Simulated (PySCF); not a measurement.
S8, optimised at PBE0/def2-TZVP:

```xyz
8

S      1.5114    -1.7571     0.6137
S      2.3663    -0.1275    -0.2822
S      1.6900     1.5568     0.6634
S      0.1571     2.3446    -0.4404
S     -1.6128     1.7392     0.3900
S     -2.3048     0.1301    -0.6687
S     -1.7914    -1.5748     0.3405
S     -0.0956    -2.3419    -0.5107
```

Energies from PySCF (xtb for GFN2), thermal terms from the rigid-rotor harmonic-oscillator model, ideal gas at 1 bar. 6-31G* has spherical d functions here. All species are closed-shell singlets. B3LYP is the form with VWN-RPA correlation.

### Question
List the harmonic frequencies (cm⁻¹, unscaled) at this level and at the other levels, each on its own geometry.

### Answer
- PBE0/def2-TZVP: 73, 74, 150, 150, 196, 196, 223, 249, 256, 256, 433, 454, 454, 493, 493, 493, 493, 499
- B3LYP/6-31G*: 73, 73, 144, 144, 190, 190, 212, 243, 246, 246, 363, 394, 394, 446, 446, 450, 450, 460
- GFN2-xTB: 61, 61, 126, 126, 170, 170, 190, 210, 210, 212, 333, 389, 389, 468, 468, 475, 475, 479
- HF/6-31G*: 71, 71, 173, 173, 213, 213, 238, 270, 270, 285, 514, 514, 516, 538, 538, 540, 541, 541
- PBE/def2-SVP: 69, 69, 132, 132, 180, 180, 205, 221, 238, 238, 289, 346, 346, 429, 429, 444, 444, 456
